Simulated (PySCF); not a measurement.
Sn(Cl)2(OH)(NH2) (Cl₂H₃NOSn), SMILES [OH][Sn]([Cl])([Cl])[NH2].

Coordinates come from a B3LYP-D3(BJ)/def2-SVP optimisation. The def2 effective core potentials stand for the cores of Sn; spin–orbit coupling is left out. The values are those of a single conformer.

Method: PBE0/def2-TZVP run with PySCF.

Gas-phase values at a fixed geometry.

Computed frontier levels, gap, dipole moment and polarisability:
```json
{
 "highest_occupied_level": "-8.49 eV",
 "lowest_empty_level": "-2.43 eV",
 "orbital_gap": "6.05 eV",
 "dipole_moment": "1.51 D",
 "quadrupole, principal values (traceless, Buckingham form, about the centre of nuclear charge)": "-9.28, -3.34, 12.63 D·Å",
 "mean_static_polarisability": "73.0 bohr³ (10.82 Å³)",
 "polarisability_principal_values": "64.6, 75.0, 79.3 bohr³"
}
```
